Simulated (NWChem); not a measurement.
Molecule: CH$_{6}$O$_{2}$Si$_{2}$; SMILES O[Si@@H]1CO[SiH2]1

```xyz
11

O      0.1768    -2.1770    -0.7273
Si    -0.0885    -0.9042     0.3165
C     -1.4965     0.3316    -0.1341
O     -0.7740     1.5677    -0.0370
Si     0.8841     1.1964     0.0174
H      0.1061    -3.0643    -0.3653
H     -0.1929    -1.4322     1.7172
H     -1.8870     0.1778    -1.1572
H     -2.3622     0.3501     0.5508
H      1.5747     1.9424     1.1131
H      1.6025     1.4959    -1.2609
```
Atoms are numbered in this order, from 1.

Level: PBE0/def2-SVP (NWChem), optimised geometry, unscaled harmonic frequencies. 

### Question
List the harmonic frequencies with IR intensities, and the thermochemistry.

### Answer
```
frequency (cm⁻¹)  IR intensity (km/mol)
----------------  ---------------------
76                                 48.7
84                                 36.7
193                                14.7
240                                 5.4
389                                 5.0
432                                 6.5
480                                25.0
623                                11.2
665                                25.5
693                                15.3
711                               252.1
766                                20.5
804                                46.6
848                                61.5
854                               192.5
945                               147.6
975                               103.8
1057                               95.5
1201                                1.8
1250                                4.1
1458                                2.1
2190                              145.2
2214                              129.7
2227                              144.6
3041                               35.0
3104                               15.6
3943                              143.6
```

- zero-point energy: 45.0 kcal/mol
- thermal correction to the enthalpy at 298.15 K (with zero-point energy): 50.1 kcal/mol
- heat capacity Cv: 25.4 cal/(mol K)
- entropy at 298.15 K and 1 atm (symmetry number 1): 83.7 cal/(mol K)
- dipole moment: 2.74 D

Rigid rotor and harmonic oscillator; modes under 100 cm⁻¹ make the entropy uncertain.
